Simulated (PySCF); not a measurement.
# Ag²⁺ (silver, charge +2) across methods

[Kr] 4d9, 2D determinant. All numbers are calculated (PySCF 2.14, the spin-free X2C one-electron Hamiltonian (Gaussian nucleus), in x2c-TZVPPall with one added diffuse shell each of s, p, d, f type (9s7p7d3f1g, 95 functions)).

```
   method  E (hartree)  mean ε 4p β (eV)  mean ε 4d α (eV)  mean ε 4d β (eV)  Σ⟨r²⟩ (bohr²)   ⟨S²⟩
  r2SCAN0     -5314.30           -85.701           -31.641           -30.719          29.73  0.752
    wB97X     -5314.49           -86.721           -33.773           -33.008          29.79  0.751
     PBE0     -5313.98           -84.646           -31.375           -30.533          29.85  0.751
      UHF  -5311.85440           -95.796           -36.662           -35.536          29.64  0.753
BHandHLYP     -5314.31           -88.667           -33.375           -32.490          29.85  0.751
   r2SCAN     -5314.31           -82.040           -29.606           -28.731          29.82  0.752
      PBE     -5313.89           -80.514           -29.273           -28.509          30.04  0.751
      LDA     -5308.77           -80.697           -29.499           -28.744          30.09  0.750
```

**Question.** Estimate the same row for M06-2X.

**Answer.** E (hartree) = -5314.76; mean ε 4p β (eV) = -88.337; mean ε 4d α (eV) = -33.588; mean ε 4d β (eV) = -32.749; Σ⟨r²⟩ (bohr²) = 29.83; ⟨S²⟩ = 0.751.
